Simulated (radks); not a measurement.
Q: Species: I7+. Configuration: [Kr] 4d10. All-electron calculation, Dirac Kohn-Sham, exchange-only PBE, spin-unpolarised, spherical densities, finite nucleus; Fermi nuclear charge, rms radius 4.75 fm. Program: a radial shooting solver on a logarithmic mesh with Libxc functionals. Some entries of the table are withheld. Estimate them.

orbital  occ.  eigenvalue (eV)  <1/r> (bohr^-1)
1s1/2       2        -33052.37            56.84
2s1/2       2        -5182.154            13.26
2p1/2       2        -4868.216            13.25
2p3/2       4        -4569.387            12.22
3s1/2       2              (1)            4.731
3p1/2       2        -988.1933            4.642
3p3/2       4        -931.9374            4.388
3d3/2       4        -703.0658            4.242
3d5/2       6        -691.2313            4.177
4s1/2       2              (2)            1.908
4p1/2       2        -223.9636              (3)
4p3/2       4        -212.8688              (4)
4d3/2       4              (5)            1.485
4d5/2       6              (6)            1.465

A: 
(1) 3s1/2 eigenvalue (eV): -1118.045
(2) 4s1/2 eigenvalue (eV): -269.4512
(3) 4p1/2 <1/r> (bohr^-1): 1.801
(4) 4p3/2 <1/r> (bohr^-1): 1.719
(5) 4d3/2 eigenvalue (eV): -139.2550
(6) 4d5/2 eigenvalue (eV): -137.4624
